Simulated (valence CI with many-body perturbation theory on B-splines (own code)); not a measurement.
O+: what each term of the Hamiltonian does

Method: configuration interaction combined with many-body perturbation theory (CI+MBPT): five valence electrons over a frozen Dirac-Fock core [He], radial functions for each j: 9 s, 9 p, 8 d, 6 f, 3 g, 1 h, with the one-electron correlation potential Σ1 (screened to all orders), the two-electron term Σ2, the three-electron term Σ3, Breit, model QED; selected single and double excitations, second order for the rest, scaled by the run's own slope (own B-spline code, finite nucleus).

Against 59 measured levels this calculation errs by 111 cm⁻¹ on average and by 352 at most. These come from a selection out of the NIST Handbook of Basic Atomic Spectroscopic Data. Levels without a partner in it may be off by more. Among the levels kept, up to 1700 cm⁻¹ of a level comes from second order outside the variational space, and about a tenth of that is noise between levels of different J, which matters for small intervals.

Each rung adds one term. CI alone is the Dirac-Coulomb CI over the frozen core; QED comes last and gives the full result, which names the levels. Energies are above 2s2 2p3 4S°_3/2 on the same rung, in eV.

```csv
Level,CI alone
2s2 2p3 2D°_5/2,3.341
2s2 2p3 2D°_3/2,3.341
2s2 2p3 2P°_1/2,5.026
2s2 2p3 2P°_3/2,5.026
2s 2p4 4P_5/2,14.935
2s 2p4 4P_3/2,14.954
2s 2p4 4P_1/2,14.965
2s 2p4 2D_5/2,20.703
2s 2p4 2D_3/2,20.703
2s2 2p2 3s 4P_1/2,22.888
2s2 2p2 3s 4P_3/2,22.905
2s2 2p2 3s 4P_5/2,22.929
2s2 2p2 3s 2P_1/2,23.359
2s2 2p2 3s 2P_3/2,23.387
2s 2p4 2S_1/2,24.381
2s2 2p2 3p 2S°_1/2,25.224
```

What do these energies become with core correlation, Breit and QED?

2s2 2p3 2D°_5/2 3.346 (+0.0054); 2s2 2p3 2D°_3/2 3.349 (+0.0080); 2s2 2p3 2P°_1/2 5.046 (+0.0207); 2s2 2p3 2P°_3/2 5.046 (+0.0201); 2s 2p4 4P_5/2 14.864 (-0.0710); 2s 2p4 4P_3/2 14.884 (-0.0705); 2s 2p4 4P_1/2 14.893 (-0.0722); 2s 2p4 2D_5/2 20.608 (-0.0947); 2s 2p4 2D_3/2 20.609 (-0.0933); 2s2 2p2 3s 4P_1/2 22.949 (+0.0612); 2s2 2p2 3s 4P_3/2 22.965 (+0.0598); 2s2 2p2 3s 4P_5/2 22.984 (+0.0552); 2s2 2p2 3s 2P_1/2 23.406 (+0.0477); 2s2 2p2 3s 2P_3/2 23.430 (+0.0433); 2s 2p4 2S_1/2 24.309 (-0.0722); 2s2 2p2 3p 2S°_1/2 25.271 (+0.0465).

How does the ionisation energy move along the ladder, and which term matters most?

CI alone 35.039, + Σ1 35.123, + Σ2 35.116, + Σ3 35.096, + Breit 35.098, + QED 35.098 eV. The largest step is Σ1, 0.084 eV. NIST lists 35.1211 eV (measured).
